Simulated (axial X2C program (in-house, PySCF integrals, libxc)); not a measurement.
**HCSb⁺: properties at the nuclei**

Computed with an in-house all-electron X2C program for linear molecules (integrals from PySCF): two-component X2C with atomic mean-field Coulomb and Gaunt terms, Gaussian nuclei, basis H dyall-v3z, C dyall-v3z, Sb dyall-v3z with contracted cores.

H–C–Sb held linear, with bonds 1.087 and 1.915 Å (near the PBE0 minimum at charge 1 of the determinant lowest at the starting distance; the state shown can have its own minimum elsewhere, held linear; other orders of the atoms were not compared).

Determinant lowest in the PBE0 search, Ω = 3/2 (⟨Sz⟩ = 0.50, ⟨Lz⟩ = 1.00 at PBE0), spin on the atoms H -0.01, C 0.54, Sb -0.02:

```tsv
level	Eeff magnitude (GV/cm)	Ws magnitude Sb (kHz)	A∥/gI H (MHz)	qzz H (a.u.)	A∥/gI C (MHz)	qzz C (a.u.)	A∥/gI Sb (MHz)	qzz Sb (a.u.)
PBE0	0.66	0.156	0.677	0.28	36.3	-0.58	589	-5.14
HF	0.604	0.331	-5.67	0.29	50.9	-0.47	917	-6.27
TPSSh	0.797	0.214	1.24	0.28	38.4	-0.58	604	-4.68
```

Determinant 0.28 eV from it at PBE0 and this distance, Ω = 1/2 (⟨Sz⟩ = -0.50, ⟨Lz⟩ = 1.00 at PBE0), spin on the atoms H 0.01, C -0.38, Sb -0.13:

```
level  Eeff magnitude (GV/cm)  Ws magnitude Sb (kHz)  A∥/gI H (MHz)  qzz H (a.u.)  A∥/gI C (MHz)  qzz C (a.u.)  A∥/gI Sb (MHz)  qzz Sb (a.u.)
 PBE0                    1.72                    2.3           10.6          0.28            120         -0.58            1860          -5.76
   HF                    2.43                   3.22           9.19          0.28           48.1         -0.68            2250          -6.13
TPSSh                    1.41                   1.91           9.22          0.28            103         -0.59            1840          -5.30
```

Eeff is the effective electric field on the electron electric dipole moment in this Ω state and Ws the scalar–pseudoscalar constant of the nucleus named (defined with the proton number Z and per Ω); A∥ (defined per Ω) follows by multiplying with gI = μI/(I μN); qzz is the electric field gradient, eQq0 = 234.96 MHz × Q/barn × qzz. The operators were transformed with the bare-nucleus X2C matrices; with these basis sets, hyperfine constants and field gradients can be off by tens of per cent, and where levels differ in sign neither size nor sign is settled.

Task: With gI(13C) = 1.4048, gI(121Sb) = 1.3454, Q(121Sb) = -0.543 barn (g factors from the IAEA table of nuclear moments by Stone; Q from Pyykkö, Mol. Phys. 2018), turn the PBE0 values of the first state into constants in MHz.

Result: A∥(13C) = 36.3 × 1.4048 = 51 MHz; A∥(121Sb) = 589 × 1.3454 = 792 MHz; eQq0(121Sb) = 234.96 × (-0.543) × (-5.14) = 656 MHz.

The molecule was held linear; bending was not examined, so a bent shape may lie lower.

Each state is one determinant with collinear spin. Unrestricted Hartree–Fock can overshoot spin polarisation at the nuclei. In the state Ω = 3/2 the sign of Eeff differs between levels (HF against PBE0). The search compared states at one distance, so a state with another bond length can lie lower. The sign of Ws at Sb differs between levels in the first state. Where a field gradient or hyperfine factor spreads by more than a factor of two over the levels, a constant derived from it is not to be relied on. PBE0 term energies can be off by some tenths of an eV.
